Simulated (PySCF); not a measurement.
`CC(=O)CCC#C[SiH2-]`, [C6H9OSi]-, charge -1

Molfile (atoms numbered from 1):
```
C6H9OSi
     RDKit          3D

 17 16  0  0  0  0  0  0  0  0999 V2000
   -2.9336    0.4773    0.2084 C   0  0  0  0  0  0  0  0  0  0  0  0
   -2.0506   -0.6393   -0.3060 C   0  0  0  0  0  0  0  0  0  0  0  0
   -2.5137   -1.7221   -0.5917 O   0  0  0  0  0  0  0  0  0  0  0  0
   -0.5784   -0.3370   -0.3965 C   0  0  0  0  0  0  0  0  0  0  0  0
    0.1308   -0.5358    0.9669 C   0  0  0  0  0  0  0  0  0  0  0  0
    1.5400   -0.1836    0.9320 C   0  0  0  0  0  0  0  0  0  0  0  0
    2.7197    0.1498    0.8376 C   0  0  0  0  0  0  0  0  0  0  0  0
    4.5560    0.6165    0.9425 Si  0  0  0  0  0  3  0  0  0  0  0  0
   -3.9506    0.1032    0.3842 H   0  0  0  0  0  0  0  0  0  0  0  0
   -2.5194    0.9078    1.1337 H   0  0  0  0  0  0  0  0  0  0  0  0
   -2.9632    1.2924   -0.5330 H   0  0  0  0  0  0  0  0  0  0  0  0
   -0.4121    0.7025   -0.7199 H   0  0  0  0  0  0  0  0  0  0  0  0
   -0.1225   -1.0118   -1.1341 H   0  0  0  0  0  0  0  0  0  0  0  0
   -0.3954    0.0655    1.7347 H   0  0  0  0  0  0  0  0  0  0  0  0
   -0.0090   -1.5901    1.2703 H   0  0  0  0  0  0  0  0  0  0  0  0
    5.0019   -0.2405   -0.2649 H   0  0  0  0  0  0  0  0  0  0  0  0
    4.4263    1.9224    0.1231 H   0  0  0  0  0  0  0  0  0  0  0  0
  1  2  1  0
  2  3  2  0
  2  4  1  0
  4  5  1  0
  5  6  1  0
  6  7  3  0
  7  8  1  0
  1  9  1  0
  1 10  1  0
  1 11  1  0
  4 12  1  0
  4 13  1  0
  5 14  1  0
  5 15  1  0
  8 16  1  0
  8 17  1  0
M  CHG  1   8  -1
M  END
```

Level of theory: PySCF, TDDFT B3LYP/STO-3G excited states, vertical, gas phase. Geometry: PBE0-D3(BJ)/def2-SVP.

The highest occupied orbital is unbound at this level, so the values depend on the basis.

**Question.** Give the one- and two-photon strengths of the lowest singlets.

**Answer.** δ for parallel linear polarisation; σ at the peak of a Lorentzian of half width 0.1 eV, single beam; Ω is circular over linear.
```tsv
state	E (eV)	f	photon λ (nm)	δ (au)	σ (GM)	Ω	main
S1	1.15	0.091	2148	3520	1.72	0.67	HOMO→LUMO 1.00
```

Among these, the strongest one-photon state is S1, the strongest two-photon state S1.
